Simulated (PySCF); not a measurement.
SMILES C[SiH2]OB(O)O (CH7BO3Si) at its PBE0/def2-SVP optimised geometry (Å):

```
13

Si    -1.3638    -0.5308    -0.0049
C     -1.6273    -2.3778    -0.0026
O      0.2966    -0.2719     0.0015
B      0.9912     0.9032     0.0000
O      2.3566     0.9032     0.0000
O      0.3161     2.0871     0.0000
H     -1.9745     0.0891     1.2092
H     -1.9645     0.0853    -1.2260
H     -1.1732    -2.8403    -0.8924
H     -1.1776    -2.8369     0.8911
H     -2.7031    -2.6144    -0.0047
H      2.7031     0.0057    -0.0011
H      0.9144     2.8403    -0.0025
```

Calculation: PySCF with PBE0/def2-TZVP. Cells within 0.4 Å of a nucleus heavier than hydrogen are left out (blank, or x).

Map of the electron localisation function on the plane z = 0.0 Å:

```
|000000000000000000000000000|
|000000000000000000000000000|
|000000000000000000000000000|
|000000000000001454000000000|
|000000000000014886200000000|
|000000000013447997100000000|
|000000000036778996000000000|
|0000000000378xx862002210000|
|0000000000178xx750157641000|
|000000000002678842688852000|
|000000000000024xx67x8852000|
|000000012200123xx78xx741000|
|000000134213678714789730000|
|00000013100287x841389951000|
|000000120xx08xx860079961000|
|000000010xx0788871026750000|
|000000144101257761002310000|
|000012369996003431000000000|
|000488876686100000000000000|
|00189999xx34200000000000000|
|002999993x55200000000000000|
|001899986564200000000000000|
|000599853442100000000000000|
|000034311111000000000000000|
|000000000000000000000000000|
|000000000000000000000000000|
|000000000000000000000000000|
```
Scale: ten equal steps from 0.000 (start of '0') to 1.000 (end of '9'), in the order '0123456789'; x runs from -5.00 to 5.00, y from -5.00 (bottom) to 5.00 (top).
